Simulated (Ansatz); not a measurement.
Reaction (redistribution): `[BH2][SbH][CH3]` + `NC(S)O[SiH3]` → `[CH3][SbH][SiH3]` + `BOC(N)S`

Program: Ansatz. Geometries: PBE0-D4/def2-TZVP. ΔE: electronic, gas phase. CBS: MP2 limit from def2 TZ/QZ plus the TZ coupled-cluster correction, frozen cores. DFT in def2-TZVPP. B3LYP here is the variant with VWN-RPA as its local correlation; programs differ in this. def2 core potentials past Kr. For Sb outer-core shells are correlated without core-valence functions, which leaves a few kJ/mol of doubt a bond. Each species was taken in one conformer, which may not be the lowest.

(1) Is it downhill or uphill in electronic energy at CCSD(T)/CBS, and by how much? (An estimate is asked.)

(2) What do these levels give: PBE-D4, B3LYP-D4, ωB97M-V, PBE, r2SCAN, PBE0, B3LYP, MP2/def2-TZVPP, SCS-MP2/def2-TZVPP, CCSD/def2-TZVPP, HF/CBS(def2), CCSD/CBS(def2)? (Best estimate.)

Largest T1 diagnostic among the species: 0.015.

## Answers

(1) The calculation gave: Downhill: ΔE = -84.2 kJ/mol.

(2) The calculation gave: PBE-D4 -98.5, B3LYP-D4 -90.7, ωB97M-V -87.3, PBE -99.1, r2SCAN -88.6, PBE0 -93.7, B3LYP -91.7, MP2/def2-TZVPP -82.4, SCS-MP2/def2-TZVPP -80.1, CCSD/def2-TZVPP -80.8, HF/CBS(def2) -72.8, CCSD/CBS(def2) -82.0 kJ/mol.

From PBE to PBE0 (25 % exact exchange), in def2-TZVPP and without D4, ΔE moves by +5.3 kJ/mol. In def2-TZVPP, CCSD(T) changes the Hartree–Fock value by −9.5 kJ/mol (the triples alone add −2.2 kJ/mol) and MP2 by −9.0 kJ/mol.
